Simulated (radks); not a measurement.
Q: All-electron atom: the osmium ion Os2+ in [Xe] 4f14 5d6. Method: Dirac Kohn-Sham, PBE, spin-unpolarised, spherical densities, point nucleus; open shells are shared between the two j in proportion to 2j + 1; computed with a radial shooting solver on a logarithmic mesh with Libxc functionals. Some entries of the table are withheld. Estimate them.

orbital  occ.  eigenvalue (hartree)  <1/r> (bohr^-1)
1s1/2       2             -2711.636            90.52
2s1/2       2             -472.4204            22.11
2p1/2       2             -452.2607              (1)
2p3/2       4             -395.9814              (2)
3s1/2       2             -110.4126            8.115
3p1/2       2                   (3)            8.027
3p3/2       4                   (4)            7.055
3d3/2       4             -74.08988              (5)
3d5/2       6             -71.43193              (6)
4s1/2       2             -23.79714            3.419
4p1/2       2             -20.02191            3.308
4p3/2       4             -17.13923            2.970
4d3/2       4             -10.95298            2.760
4d5/2       6             -10.41912            2.680
5s1/2       2              -3.98626            1.348
5p1/2       2              -2.82438            1.219
4f5/2       6              -2.59163              (7)
4f7/2       8              -2.48853              (8)
5p3/2       4              -2.37533            1.099
5d3/2     2.4              -0.86754           0.7821
5d5/2     3.6              -0.82552           0.7547

A: 
(1) 2p1/2 <1/r> (bohr^-1): 22.06
(2) 2p3/2 <1/r> (bohr^-1): 18.31
(3) 3p1/2 eigenvalue (hartree): -101.4108
(4) 3p3/2 eigenvalue (hartree): -89.13758
(5) 3d3/2 <1/r> (bohr^-1): 6.951
(6) 3d5/2 <1/r> (bohr^-1): 6.724
(7) 4f5/2 <1/r> (bohr^-1): 2.257
(8) 4f7/2 <1/r> (bohr^-1): 2.225
